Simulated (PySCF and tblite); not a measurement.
The numbers below are computed, except where a source is named.
System: C₃H₁₀Si₂, numbered as in [CH2:1]1[CH2:2][SiH2:3][CH2:4][SiH2:5]1.

The path came from a restrained scan, a climbing-image band and a saddle search at GFN2-xTB; energies are PBE0/pcSseg-1 + D3(BJ)//PBE0-D3(BJ)/def2-SVP, thermal terms GFN2-xTB. Rate constants are transition-state-theory values, counting equivalent paths, without tunnelling. (PySCF 2.14 with density fitting, tblite 0.8.)

(1) How high is the barrier to the inversion of the 5-membered ring (1–2–3–4–5), through which structure does it pass, and what rate follows at 298 K?

Results:

(1) The electronic barrier is 2.2 kcal/mol and ΔG‡(298 K) 2.5 kcal/mol, over a Cs saddle (envelope) with an imaginary mode of 127i cm⁻¹ (GFN2-xTB). With 2 equivalent paths, k is 1.9×10¹¹ s⁻¹, a mean lifetime of the start of 5.2 ps against this motion.
